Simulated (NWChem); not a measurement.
System: CH$_{5}$AlSe; SMILES [CH3][AlH][SeH]

Output (shortened):

```
             Northwest Computational Chemistry Package (NWChem) 7.3.0
             --------------------------------------------------------

 CS  symmetry detected

                             Geometry "geometry" -> ""
                             -------------------------

 Output coordinates in angstroms (scale by  1.889725989 to convert to a.u.)

  No.       Tag          Charge          X              Y              Z
 ---- ---------------- ---------- -------------- -------------- --------------
    1 Al                  13.0000    -0.61176639    -1.10792451     0.00000000
    2 H                    1.0000    -2.18167697    -1.34839449     0.00000000
    3 C                    6.0000     0.71972343    -2.54796576     0.00000000
    4 H                    1.0000     0.59314021    -3.19233898    -0.88020532
    5 H                    1.0000     0.59314021    -3.19233898     0.88020532
    6 H                    1.0000     1.75235147    -2.18269774     0.00000000
    7 Se                  34.0000     0.12165172     1.11622008     0.00000000
    8 H                    1.0000    -1.25849091     1.65510082     0.00000000

 Effective nuclear repulsion energy (a.u.)     207.4596176320

      Symmetry information
      --------------------

 Group name             Cs
 Group number              2
 Group order               2
 No. of unique centers     7

  pbe96 is a nonlocal functional; adding pw91lda local functional.

                                 NWChem DFT Module
                                 -----------------

 Summary of "ao basis" -> "ao basis" (spherical)
 ------------------------------------------------------------------------------
       Tag                 Description            Shells   Functions and Types
 ---------------- ------------------------------  ------  ---------------------
 Al                          6-31g*                  8       18   4s3p1d
 H                           6-31g*                  2        2   2s
 C                           6-31g*                  6       14   3s2p1d
 Se                          6-31g*                 12       32   5s4p3d

      Symmetry analysis of basis
      --------------------------

        a'         53
        a"         21

            General Information
            -------------------
          SCF calculation type: DFT
          Wavefunction type:  closed shell.
          No. of atoms     :     8
          No. of electrons :    58
           Alpha electrons :    29
            Beta electrons :    29
          Charge           :     0
          Spin multiplicity:     1
          Use of symmetry is: on ; symmetry adaption is: on
          Maximum number of iterations: 150
          AO basis - number of functions:    74
                     number of shells:    36
          Convergence on energy requested:  1.00D-06
          Convergence on density requested:  1.00D-05
          Convergence on gradient requested:  5.00D-04

              XC Information
              --------------
                     Hartree-Fock (Exact) Exchange  1.000
                     LC-wPBE(h)Exchange Functional  1.000
            Perdew 1991 LDA Correlation Functional  1.000 local
           PerdewBurkeErnz. Correlation Functional  1.000 non-local

           Range-Separation Parameters
           ---------------------------
           Alpha           :  0.00
           Beta            :  1.00
           Gamma           :  0.60
           Short-Range HF  :     F

             Grid Information
             ----------------
          Grid used for XC integration:  medium
          Radial quadrature: Mura-Knowles
          Angular quadrature: Lebedev.
          Tag              B.-S. Rad. Rad. Pts. Rad. Cut. Ang. Pts.
          ---              ---------- --------- --------- ---------
          Al                  1.25       88          10.0       590
          H                   0.35       45          12.0       434
          C                   0.70       49          11.0       434
          Se                  1.15      112          11.0       590
          Grid pruning is: on
          Number of quadrature shells:   429
          Spatial weights used:  Erf1

      Superposition of Atomic Density Guess
      -------------------------------------

 Sum of atomic energies:       -2681.51541082

      Non-variational initial energy
      ------------------------------

 Total energy =   -2682.510355
 1-e energy   =   -4145.023422
 2-e energy   =    1255.053449
 HOMO         =      -0.312195
 LUMO         =       0.012949

      Symmetry analysis of molecular orbitals - initial
      -------------------------------------------------

  Numbering of irreducible representations:

     1 a'          2 a"

  Orbital symmetries:

     1 a'          2 a'          3 a'          4 a'          5 a'
     6 a"          7 a'          8 a'          9 a'         10 a'
    11 a"         12 a'         13 a'         14 a'         15 a"
    16 a'         17 a'         18 a"         19 a"         20 a'
    21 a'         22 a'         23 a'         24 a'         25 a"
    26 a'         27 a'         28 a'         29 a"         30 a"
    31 a'         32 a'         33 a'         34 a'         35 a'
    36 a"         37 a'         38 a'         39 a'

   convergence    iter        energy       DeltaE   RMS-Dens  Diis-err
 ---------------- ----- ----------------- --------- --------- ---------
 d= 0,ls=0.0,diis     1  -2684.4322631969 -2.89D+03  6.78D-03  3.48D-01
 d= 0,ls=0.0,diis     2  -2684.4719653029 -3.97D-02  2.19D-03  5.21D-02
 d= 0,ls=0.0,diis     3  -2684.4762635823 -4.30D-03  6.94D-04  7.87D-03
 d= 0,ls=0.0,diis     4  -2684.4768688446 -6.05D-04  2.31D-04  1.79D-04
 d= 0,ls=0.0,diis     5  -2684.4769082470 -3.94D-05  7.95D-05  1.67D-05
  Resetting Diis
 d= 0,ls=0.0,diis     6  -2684.4769123663 -4.12D-06  1.78D-05  1.00D-06
 d= 0,ls=0.0,diis     7  -2684.4769126108 -2.44D-07  5.95D-06  8.26D-08

         Total DFT energy =    -2684.476912610826
      One electron energy =    -4148.449720323750
           Coulomb energy =     1369.276856931300
    Exchange-Corr. energy =     -112.763666850373
 Nuclear repulsion energy =      207.459617631996

 Numeric. integr. density =       58.000009807502

                  Occupations of the irreducible representations
                  ----------------------------------------------

                     irrep           alpha         beta
                     --------     --------     --------
                     a'               22.0         22.0
                     a"                7.0          7.0

                       DFT Final Molecular Orbital Analysis
                       ------------------------------------

 Vector   27  Occ=2.000000D+00  E=-4.347323D-01  Symmetry=a'
              MO Center= -3.0D-01, -1.8D+00, -4.2D-15, r^2= 3.2D+00
   Bfn.  Coefficient  Atom+Function         Bfn.  Coefficient  Atom+Function
  ----- ------------  ---------------      ----- ------------  ---------------
     7      0.314776  1 Al px                24      0.276728  3 C  py
    23     -0.263258  3 C  px                20     -0.235326  2 H  s
    19     -0.187318  2 H  s                 28      0.183678  3 C  py
    27     -0.176171  3 C  px                 8     -0.153914  1 Al py
     3     -0.137793  1 Al px                51     -0.110503  7 Se px

 Vector   28  Occ=2.000000D+00  E=-4.143731D-01  Symmetry=a'
              MO Center= -1.4D-01,  4.2D-01, -1.5D-15, r^2= 3.6D+00
   Bfn.  Coefficient  Atom+Function         Bfn.  Coefficient  Atom+Function
  ----- ------------  ---------------      ----- ------------  ---------------
    52      0.527087  7 Se py                51      0.325606  7 Se px
     8     -0.272088  1 Al py                48     -0.231860  7 Se py
    56      0.192248  7 Se py                20      0.169200  2 H  s
    50     -0.158368  7 Se s                 47     -0.142963  7 Se px
    55      0.130982  7 Se px                24      0.123670  3 C  py

 Vector   29  Occ=2.000000D+00  E=-3.757976D-01  Symmetry=a"
              MO Center=  6.0D-02,  9.8D-01, -1.4D-15, r^2= 2.0D+00
   Bfn.  Coefficient  Atom+Function         Bfn.  Coefficient  Atom+Function
  ----- ------------  ---------------      ----- ------------  ---------------
    53      0.717568  7 Se pz                57      0.358186  7 Se pz
    49     -0.310486  7 Se pz                 9      0.111057  1 Al pz
    45      0.093286  7 Se pz                 5     -0.045815  1 Al pz
    15      0.045623  1 Al d -1              13      0.039631  1 Al pz
    71      0.028124  7 Se d  1              69     -0.026432  7 Se d -1

 Vector   30  Occ=0.000000D+00  E= 3.619229D-02  Symmetry=a"
              MO Center= -6.7D-01, -1.0D+00,  4.1D-15, r^2= 4.9D+00
   Bfn.  Coefficient  Atom+Function         Bfn.  Coefficient  Atom+Function
  ----- ------------  ---------------      ----- ------------  ---------------
    13      0.797381  1 Al pz                 9      0.415462  1 Al pz
    57     -0.296519  7 Se pz                53     -0.207083  7 Se pz
     5     -0.163888  1 Al pz                36      0.163702  4 H  s
    38     -0.163702  5 H  s                 49      0.089557  7 Se pz
    25     -0.060641  3 C  pz                35      0.056389  4 H  s

 Vector   31  Occ=0.000000D+00  E= 9.577833D-02  Symmetry=a'
              MO Center= -2.5D-01, -3.0D-01,  5.3D-14, r^2= 6.3D+00
   Bfn.  Coefficient  Atom+Function         Bfn.  Coefficient  Atom+Function
  ----- ------------  ---------------      ----- ------------  ---------------
    10      1.812576  1 Al s                 54     -1.175453  7 Se s
    12      0.946460  1 Al py                56      0.689531  7 Se py
    26     -0.490350  3 C  s                 11      0.459805  1 Al px
    55      0.338382  7 Se px                20     -0.326012  2 H  s
    50      0.303656  7 Se s                 74      0.256173  8 H  s

 Vector   32  Occ=0.000000D+00  E= 1.167813D-01  Symmetry=a'
              MO Center= -8.1D-01, -2.0D+00, -8.7D-14, r^2= 6.1D+00
   Bfn.  Coefficient  Atom+Function         Bfn.  Coefficient  Atom+Function
  ----- ------------  ---------------      ----- ------------  ---------------
    12      1.406696  1 Al py                26      0.928452  3 C  s
    54     -0.607690  7 Se s                 10     -0.598569  1 Al s
    11     -0.402849  1 Al px                55      0.281380  7 Se px
    20      0.202635  2 H  s                 27     -0.188849  3 C  px
    28      0.149871  3 C  py                56      0.117968  7 Se py

     Multipole analysis of the density
     ---------------------------------

     L   x y z        total         alpha         beta         nuclear
     -   - - -        -----         -----         ----         -------
     0   0 0 0     -0.000000    -29.000000    -29.000000     58.000000

     1   1 0 0     -0.252622     -0.126311     -0.126311      0.000000
     1   0 1 0     -0.624258     -0.312129     -0.312129      0.000000
     1   0 0 1      0.000000      0.000000      0.000000      0.000000

     2   2 0 0    -30.005746    -48.203803    -48.203803     66.401860
     2   1 1 0     -1.764994      6.845052      6.845052    -15.455098
     2   1 0 1     -0.000000     -0.000000     -0.000000      0.000000
     2   0 2 0    -29.220628   -241.330391   -241.330391    453.440154
     2   0 1 1     -0.000000     -0.000000     -0.000000      0.000000
     2   0 0 2    -28.370926    -16.952186    -16.952186      5.533446

                                 NWChem DFT Module
                                 -----------------

      Symmetry analysis of basis
      --------------------------

        a'         53
        a"         21

            General Information
            -------------------
          SCF calculation type: DFT
          Wavefunction type:  spin polarized.
          No. of atoms     :     8
          No. of electrons :    57
           Alpha electrons :    29
            Beta electrons :    28
          Charge           :     1
          Spin multiplicity:     2
          Use of symmetry is: on ; symmetry adaption is: on
          Maximum number of iterations: 150
          This is a Direct SCF calculation.
          AO basis - number of functions:    74
                     number of shells:    36
          Convergence on energy requested:  1.00D-06
          Convergence on density requested:  1.00D-05
          Convergence on gradient requested:  5.00D-04

              XC Information
              --------------
                     Hartree-Fock (Exact) Exchange  1.000
                     LC-wPBE(h)Exchange Functional  1.000
            Perdew 1991 LDA Correlation Functional  1.000 local
           PerdewBurkeErnz. Correlation Functional  1.000 non-local

           Range-Separation Parameters
           ---------------------------
           Alpha           :  0.00
           Beta            :  1.00
           Gamma           :  0.60
           Short-Range HF  :     F

             Grid Information
             ----------------
          Grid used for XC integration:  medium
          Radial quadrature: Mura-Knowles
          Angular quadrature: Lebedev.
          Tag              B.-S. Rad. Rad. Pts. Rad. Cut. Ang. Pts.
          ---              ---------- --------- --------- ---------
          Al                  1.25       88          10.0       590
          H                   0.35       45          12.0       434
          C                   0.70       49          11.0       434
          Se                  1.15      112          11.0       590
          Grid pruning is: on
          Number of quadrature shells:   429
          Spatial weights used:  Erf1

      Superposition of Atomic Density Guess
      -------------------------------------

 Sum of atomic energies:       -2681.51541082

 Renormalizing density from      58.00 to     57

      Non-variational initial energy
      ------------------------------

 Total energy =   -2653.949055
 1-e energy   =   -4073.557501
 2-e energy   =    1212.148828
 HOMO         =      -0.570983
 LUMO         =      -0.221041

   Symmetry analysis of molecular orbitals - initial alpha
   -------------------------------------------------------

  Numbering of irreducible representations:

     1 a'          2 a"

  Orbital symmetries:

     1 a'          2 a'          3 a'          4 a'          5 a'
     6 a"          7 a'          8 a'          9 a'         10 a'
    11 a"         12 a'         13 a'         14 a'         15 a"
    16 a'         17 a'         18 a"         19 a"         20 a'
    21 a'         22 a'         23 a'         24 a'         25 a'
    26 a"         27 a"         28 a'         29 a'         30 a"
    31 a'         32 a'         33 a'         34 a'         35 a'
    36 a'         37 a"         38 a'         39 a'

   Symmetry analysis of molecular orbitals - initial beta
   ------------------------------------------------------

  Numbering of irreducible representations:

     1 a'          2 a"

  Orbital symmetries:

     1 a'          2 a'          3 a'          4 a'          5 a'
     6 a"          7 a'          8 a'          9 a'         10 a'
    11 a"         12 a'         13 a'         14 a'         15 a"
    16 a'         17 a'         18 a"         19 a"         20 a'
    21 a'         22 a'         23 a'         24 a'         25 a'
    26 a"         27 a"         28 a'         29 a'         30 a"
    31 a'         32 a'         33 a'         34 a'         35 a'
    36 a'         37 a"         38 a'         39 a'

[...]
```

Level: LC-wPBE (HJS exchange hole, range parameter 0.6 per bohr)/6-31G* (spherical d), vertical spin-unrestricted ions. Structure relaxed at the B3LYP/6-31G* (spherical d) level.

### Question
Reconstruct the input file.

### Answer
One answer among several that fit: the input that was run:
```
start job
memory heap 200 mb stack 900 mb global 1100 mb
geometry units angstroms noautoz
  Al    -0.641625    -1.065917     0.121737
  H     -2.168810    -1.223195     0.528449
  C      0.618269    -2.562819    -0.014408
  H      0.266950    -3.298922    -0.749752
  H      0.696323    -3.091683     0.944868
  H      1.627341    -2.253952    -0.307864
  Se     0.117243     1.101763    -0.336525
  H     -1.209207     1.707526    -0.074289
end
basis spherical
  Al library 6-31g*
  H library 6-31g*
  C library 6-31g*
  Se library 6-31g*
end
dft
  xc xwpbe 1.00 cpbe96 1.0 hfexch 1.00
  cam 0.6 cam_alpha 0.0 cam_beta 1.0
  iterations 150
  vectors input atomic output neutral.movecs
end
task dft energy
charge 1
dft
  odft
  mult 2
  vectors input atomic output cation.movecs
end
task dft energy
```
